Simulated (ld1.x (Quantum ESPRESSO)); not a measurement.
titanium: excitation energies, all-electron against ultrasoft

Ti (Z = 22), ultrasoft, made with ld1.x (Quantum ESPRESSO) 7.5 (Wu–Cohen, scalar-relativistic). Core [Ar], reference 3d2 4s2 4p0. Waves: 4s (bound): rcut 2.05, rcutus 2.90 bohr; 4s channel at 3.05 Ry: rcut 2.05, rcutus 2.90 bohr; 4p (bound, empty): rcut 2.20, rcutus 2.70 bohr; 4p channel at 1.95 Ry: rcut 2.20, rcutus 2.70 bohr; 3d (bound): rcut 1.10, rcutus 1.15 bohr; 3d channel at 4.9 Ry: rcut 1.10, rcutus 1.15 bohr; 4f channel at 0.05 Ry: rc 2.90 bohr. Local part: the f channel. Core correction: none. Augmentation charge: PSQ, radius 1.10 bohr.

Energies are relative to the spin-unpolarised reference configuration 3d2 4s2 4p0; without spin polarisation the order of configurations can differ from experiment.

```tsv
valence configuration	charge	ΔE all-electron (eV)	error AE − PS (meV)
3d2 4s1 4p0	+1	7.365	-14
3d2 4s0 4p0	+2	20.776	+48
3d1 4s0 4p0	+3	47.707	-76
3d1 4s2 4p0	+1	9.782	+27
3d3 4s0 4p0	+1	7.315	-25
3d2 4s0 4p2	0	6.325	+28
```

Problem. What are ΔE and the potential's error for 3d2 4s1.5 4p0?

Solution. ΔE = 2.949 eV all-electron; the error (AE − PS) is -2.4 meV.

Levels in the configuration 3d1 4s2 4p0:

```
level  all-electron (eV)  pseudo (eV)
   3d            -15.915      -15.787
   4s            -11.977      -12.044
```
